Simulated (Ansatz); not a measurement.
Job for Ansatz (a quantum-chemistry and plane-wave program): R-CCSD(T)/def2-SVP on H4MoO5 (SMILES [O]=[Mo]([OH])([OH])([OH])[OH]), 2S+1 = 1, a spin state set in the input, which need not be the lowest. Elements past Kr take the def2 small-core potentials; no spin–orbit coupling.

Ansatz 0.2 input:
```yaml
crystal:
  periodic: [false, false, false]
  atoms:
    - {symbol: Mo, position_ang: [0.32704698, -0.11649111, 0.30245648]}
    - {symbol: O, position_ang: [1.77204981, -0.81566879, 0.83312747]}
    - {symbol: O, position_ang: [-1.23392505, 0.49800862, -0.71754956]}
    - {symbol: H, position_ang: [-1.40982793, 0.32069039, -1.64568181]}
    - {symbol: O, position_ang: [0.73031094, 1.66985798, 0.71643634]}
    - {symbol: H, position_ang: [0.07679412, 2.28595565, 0.35532233]}
    - {symbol: O, position_ang: [0.68876208, -0.85436200, -1.43593718]}
    - {symbol: H, position_ang: [1.51779092, -1.35032366, -1.45076406]}
    - {symbol: O, position_ang: [-0.83240324, -0.96094964, 1.51427372]}
    - {symbol: H, position_ang: [-1.76318789, -0.81233610, 1.29374057]}
basis:
  gaussian:
    orbitals: def2-SVP
magnetization: {spin_polarized: false}
correlation: {method: ccsd_t, electrons: valence}
```

Output:

```
WARN ansatz: RAYON_NUM_THREADS=8 ignored (pool sized by the plan → 8); use --threads N
Functional definition: HF
integrals: 0.22 GiB planned
1178 factors; integrals over basis functions are off by at most 1.3e-3 eV
mean field: 0.58 GiB planned
mean field evaluation 1: about -12063.5211 eV, gradient 8.8e1 eV
mean field evaluation 2: about -12063.7324 eV, gradient 8.8e1 eV
mean field evaluation 4: about -12077.9556 eV, gradient 2.1e1 eV
mean field evaluation 8: about -12078.7934 eV, gradient 6.5e-1 eV
mean field evaluation 16: about -12078.7964 eV, gradient 2.3e-6 eV
mean field -12078.79637548 eV, -443.8875794967 hartree, gradient 2.3e-6 eV, S^2 0.000000; 0 other end points of the search recorded, 0 dependent functions left out; unrestricted orbitals would lower it
5 core orbitals not correlated
reference -12078.79637548 eV, -443.8875794967 hartree; 24, 24 occupied and 92, 92 virtual orbitals, 1178 factors
second order -38.85504790 eV of doubles, -0.00000000 eV of singles
coupled cluster: 0.92 GiB planned
cycle   1  -34.41162962 eV  change     4.4e0 eV  update   3.5e-1
cycle   2  -36.61120716 eV  change    -2.2e0 eV  update   2.7e-1
cycle   3  -37.01250744 eV  change   -4.0e-1 eV  update   5.1e-2
cycle   4  -37.09587409 eV  change   -8.3e-2 eV  update   2.6e-2
cycle   5  -37.05737215 eV  change    3.9e-2 eV  update   8.1e-3
cycle   6  -37.05770482 eV  change   -3.3e-4 eV  update   3.9e-3
cycle   7  -37.05862596 eV  change   -9.2e-4 eV  update   1.6e-3
cycle   8  -37.05736072 eV  change    1.3e-3 eV  update   9.7e-4
cycle   9  -37.05688018 eV  change    4.8e-4 eV  update   3.1e-4
cycle  10  -37.05729580 eV  change   -4.2e-4 eV  update   1.3e-4
cycle  11  -37.05731668 eV  change   -2.1e-5 eV  update   6.6e-5
cycle  12  -37.05719488 eV  change    1.2e-4 eV  update   3.1e-5
cycle  13  -37.05724721 eV  change   -5.2e-5 eV  update   1.5e-5
coupled cluster: 0.94 GiB planned
perturbative correction -1.78158127 eV, -0.0654719042 hartree
Total energy: -12117.63520396 eV, -445.3148801174 hartree
```

The run converged.

Cost: about 70 core-seconds (a rough figure).
